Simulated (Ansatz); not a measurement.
Coupled-cluster run, `BC(B)(C)O`.

```yaml
crystal:
  periodic: [false, false, false]
  atoms:
    - {symbol: B, position_ang: [-1.432809, 0.933034, 0.143866]}
    - {symbol: C, position_ang: [0.027157, 0.542056, 0.066701]}
    - {symbol: B, position_ang: [0.107673, -0.866264, 0.757922]}
    - {symbol: C, position_ang: [0.481944, -0.455814, -1.043920]}
    - {symbol: O, position_ang: [1.012945, 1.489891, 0.381944]}
    - {symbol: H, position_ang: [-1.767907, 1.851430, 0.830422]}
    - {symbol: H, position_ang: [-2.248766, 0.266048, -0.422719]}
    - {symbol: H, position_ang: [-0.795312, -1.642663, 0.770891]}
    - {symbol: H, position_ang: [1.099290, -1.060140, 1.403651]}
    - {symbol: H, position_ang: [1.395259, -0.057972, -1.478057]}
    - {symbol: H, position_ang: [-0.290218, -0.673418, -1.774175]}
    - {symbol: H, position_ang: [0.810043, -1.466393, -0.640725]}
    - {symbol: H, position_ang: [1.621002, 1.105406, 1.019299]}
basis:
  gaussian: {orbitals: def2-TZVPP}
correlation: {method: ccsd_t}
output: {orbitals: {seedname: orbitals}}
```

```sh
$ ansatz run in.yaml --threads 4 --pin off --events-out ev --progress --plain
```

Log, shortened:

```
Functional definition: HF
1572 factors; integrals over basis functions are off by at most 1.1e-3 eV
mean field evaluation 1: about -5564.3168 eV, gradient 3.7e1 eV
mean field evaluation 2: about -5564.5484 eV, gradient 3.7e1 eV
mean field evaluation 4: about -5568.3328 eV, gradient 4.9e0 eV
mean field evaluation 8: about -5568.4084 eV, gradient 3.0e-1 eV
mean field -5568.40892292 eV, -204.6352535143 hartree, gradient 3.8e-6 eV, S^2 0.000000; 0 other end points of the search recorded, 0 dependent functions left out
5 core orbitals not correlated: weight in the atoms' cores, before any rotation towards them, 1.000 or more for the frozen orbitals, at most 0.000 for the correlated occupied ones
reference -5568.40892292 eV, -204.6352535143 hartree; 14, 14 occupied and 248, 248 virtual orbitals, 1572 factors
second order -21.94213673 eV of doubles, -0.00000000 eV of singles
cycle   1  -22.52501826 eV  change   -5.8e-1 eV  update   9.9e-2
cycle   2  -23.08124556 eV  change   -5.6e-1 eV  update   2.8e-2
cycle   3  -23.18621349 eV  change   -1.0e-1 eV  update   1.4e-2
cycle   4  -23.17673323 eV  change    9.5e-3 eV  update   4.1e-3
cycle   5  -23.17512115 eV  change    1.6e-3 eV  update   2.2e-3
cycle   6  -23.17567886 eV  change   -5.6e-4 eV  update   7.8e-4
cycle   7  -23.17528380 eV  change    4.0e-4 eV  update   3.2e-4
cycle   8  -23.17522161 eV  change    6.2e-5 eV  update   9.7e-5
cycle   9  -23.17527352 eV  change   -5.2e-5 eV  update   3.9e-5
cycle  10  -23.17526885 eV  change    4.7e-6 eV  update   1.4e-5
perturbative correction -0.92095219 eV, -0.0338443687 hartree
Total energy: -5592.50514396 eV, -205.5207733044 hartree
```

Hardware: 4 threads of a server CPU on a shared host. Wall time 2.5 min, peak host memory 7.1 GiB.

MP2 recovers 91.1 % of the CCSD(T) correlation energy and the triples give 3.8 %; T1 = 0.0120.
